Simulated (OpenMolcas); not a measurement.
An atom or ion with 60 electrons was computed by SS-CASPT2, IPEA 0.25 Eh, imaginary shift 0.1 Eh with spin-orbit coupling (OpenMolcas, ANO-RCC-VTZP, DKH2). The lowest levels that the run gave, each within 12 % of the measured value where one is at hand:

```
J  Parity  E (cm-1)      g
2     odd       0.0  0.008
3     odd       425  0.709
4     odd      1152  1.028
3     odd      1418  0.550
5     odd      2080  1.188
4     odd      2530  0.925
6     odd      3140  1.279
5     odd      3740  1.111
7     odd      4290  1.335
6     odd      5030  1.218
8     odd      5510  1.372
0     odd      5610
```

Task: Which ion is it, and what are the configurations and terms?

Result: Pm⁺ (Z = 61, charge +1; active space 6 electrons in 8 orbitals (4f 6s)). J, parity and g give the terms where levels are pure, and mixed ones are named by the computed weights; the size of the splittings, set against known spectra of the 60-electron sequence, gives the charge. In order, with the measured energies in cm-1 (NIST Handbook of Basic Atomic Spectroscopic Data): 4f5 6s 7H* 2, 4f5 6s 7H* 3 (446), 4f5 6s 7H* 4 (1133), 4f5 6s 5H* 3(1) (1603), 4f5 6s 7H* 5 (1984), 4f5 6s 5H* 4(1) (2667), 4f5 6s 7H* 6 (2950), 4f5 6s 5H* 5(1) (3812), 4f5 6s 7H* 7 (4000), 4f5 6s 5H* 6(1) (5018), 4f5 6s 7H* 8, 4f5 6s 7F* 0 (5281).

CASPT2 does not keep the components of a term degenerate, so their means are used; among the terms shown or strongly mixed into the levels shown the widest spread is 410 cm-1 (4f5 6s 7H*). High states are left out of the spin-orbit mixing, which shifts the levels that they would mix with. Terms from blocks run as CI alone lack orbitals of their own. Computed and measured levels are paired by configuration, term and J; levels that our copy of the source lacks, or whose pairing is in doubt (as where it misses far off the trend of its configuration), stay unpaired and out of the deviations. Only configurations of the active space appear.

A number in round brackets counts repeated terms of one configuration in the order of the reference energies. * marks odd parity.
